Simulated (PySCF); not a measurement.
Several orderings of computed values.

Species are written as SMILES; each is one conformer at its optimised geometry, gas phase, non-relativistic unless stated; the electronic structure was computed with PySCF and density fitting.

Dipoles, sizes and rotational constants follow the conformer. The torsions of the flexible species, by atom-mapped SMILES:
- `[CH3:1][CH2:2][S:3][CH2:4][CH2:5][CH:6]1[CH2:7][CH2:8][CH2:9]1`: C1–C2–S3–C4 -66°, C2–S3–C4–C5 -64°, S3–C4–C5–C6 -59°, C4–C5–C6–C7 -176°
- `[CH3:1]/[CH:2]=[CH:3]/[CH2:4][SiH2:5][O:6][CH2:7][SiH3:8]`: C2–C3–C4–Si5 -107°, C3–C4–Si5–O6 -176°, C4–Si5–O6–C7 180°, Si5–O6–C7–Si8 -153°
- `[CH3:1][CH:2]([CH3:3])[O:4][Si@@H:5]([C:6]#[N:7])[O:8][SiH3:9]`: C1–C2–O4–Si5 -80°, C2–O4–Si5–C6 61°
- `[CH:1]#[C:2][C@@:3]1([CH3:4])[CH2:5][Si@H:6]([CH2:7][CH3:8])[SiH2:9]1`: C5–Si6–C7–C8 68°
- `[CH2:1]=[CH:2][C@:3]([F:4])([CH2:5][CH3:6])[C:7]([CH3:8])=[O:9]`: C1–C2–C3–F4 -3°, C2–C3–C5–C6 179°, C2–C3–C7–C8 -109°
- `[CH3:1][CH2:2]/[C:3](=[CH:4]/[SiH3:5])[Si@H:6]([CH3:7])[OH:8]`: C1–C2–C3–C4 103°, C2–C3–Si6–C7 -119°, H–O8–Si6–C3 60°
- `[SiH3:1][CH2:2][C:3]1=[C:4]([CH:5]2[CH2:6][CH2:7]2)[SiH2:8][CH2:9]1`: Si1–C2–C3–C4 -90°, C3–C4–C5–C6 -148°

The conformers of `CC#CC[C@H]1CC[SiH2][SiH2]1` and `CCC1=C(F)N(C)CC1` aren't listed.

Task: Rank by HOMO–LUMO gap, highest first (PBE0/pcSseg-1 at GFN2-xTB geometries).
A. `CCC1=C(F)N(C)CC1`
B. `C=C(C)C#CC=O`
C. `C/C=C/C[SiH2]OC[SiH3]`
D. `CC(C)O[Si@@H](C#N)O[SiH3]`
E. `CCSCCC1CCC1`
F. `CC[Si@@H]1[SiH2][C@](C#C)(C)C1`
G. `CC#CC[C@H]1CC[SiH2][SiH2]1`
H. `C=C[C@](F)(CC)C(C)=O`

Result: D (8.10 eV), E (7.41 eV), G (7.28 eV), C (7.13 eV), F (6.78 eV), A (6.54 eV), H (6.41 eV), B (5.26 eV).

Task: Rank by smallest rotational constant, lowest first (GFN2-xTB).
A. `C=C(C)C#CC=O`
B. `CCSCCC1CCC1`
C. `C(=C\C)/C[SiH2]OC[SiH3]`
D. `CC(C)O[Si@@H](C#N)O[SiH3]`
E. `C#C[C@@]1(C)C[Si@H](CC)[SiH2]1`
F. `C=C[C@](F)(CC)C(C)=O`
G. `C(C)/C([Si@H](C)O)=C/[SiH3]`

Result: C (0.377 GHz), D (0.514 GHz), B (0.586 GHz), E (0.642 GHz), G (0.779 GHz), A (1.004 GHz), F (1.216 GHz).

Task: By how much do the two ends of that ranking differ?

Result: By 0.839 GHz, between `C=C[C@](F)(CC)C(C)=O` and `C/C=C/C[SiH2]OC[SiH3]`.

Task: Rank by HOMO energy, highest first (PBE0/pcSseg-1 at GFN2-xTB geometries).
A. `C/C=C/C[SiH2]OC[SiH3]`
B. `[C@@](F)(C=C)(CC)C(=O)C`
C. `CC(C)O[Si@@H](C#N)O[SiH3]`
D. `CCSCCC1CCC1`

Result: D (-6.22 eV), A (-6.74 eV), B (-7.26 eV), C (-8.71 eV).

Task: Give the two extremes of that set in hartree.

Result: `CC(C)O[Si@@H](C#N)O[SiH3]`: -0.320 Eh; `CCSCCC1CCC1`: -0.228 Eh.

Task: Rank by dipole moment, highest first (PBE0/pcSseg-1 at GFN2-xTB geometries).
A. `C=C(C)C#CC=O`
B. `CC(C)O[Si@@H](C#N)O[SiH3]`
C. `CC[C@@](F)(C=C)C(C)=O`
D. `[SiH3]CC1=C(C2CC2)[SiH2]C1`
E. `CCSCCC1CCC1`
F. `C#C[C@@]1(C)C[Si@H](CC)[SiH2]1`

Result: A (4.02 D), B (3.15 D), E (1.68 D), F (1.51 D), C (1.25 D), D (0.62 D).
